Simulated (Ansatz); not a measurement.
C2H4OSi can be A, `[SiH3]C1=CO1`, or B, `C#CO[SiH3]`.

Computed with Ansatz on PBE0-D4/def2-TZVP structures; ΔE is electronic, products minus reactants. CCSD(T)/CBS adds triple-zeta CCSD(T) − MP2 to the extrapolated MP2 energy (def2 sets, frozen cores). DFT in def2-TZVPP.

Which isomer does CCSD(T)/CBS put lower? Give the gap. (An estimate is asked.)

The calculation gave: B, by 223.5 kJ/mol.

Give E(B) − E(A) in kJ/mol with CCSD/def2-TZVPP, PBE-D4, MP2/def2-TZVPP, ωB97M-V, CCSD(T)/def2-TZVPP, BLYP-D4, B2PLYP. (An estimate is asked.)

The calculation gave: CCSD/def2-TZVPP -241.2, PBE-D4 -185.9, MP2/def2-TZVPP -236.7, ωB97M-V -229.4, CCSD(T)/def2-TZVPP -223.7, BLYP-D4 -199.4, B2PLYP -224.0. None reverses the order clearly.

Does the order hold for the free energy at 298.15 K (harmonic terms from PBE0-D4)? (An estimate is asked.)

Computed: Yes: G(B) − G(A) = -217.2 kJ/mol.

Largest T1 diagnostic: 0.024.

From r2SCAN to r2SCAN0 (25 % exact exchange), in def2-TZVPP and without D4, E(B) − E(A) moves by −22.7 kJ/mol. In def2-TZVPP, CCSD(T) changes the Hartree–Fock value by +61.1 kJ/mol (the triples alone add +17.5 kJ/mol) and MP2 by +48.1 kJ/mol.
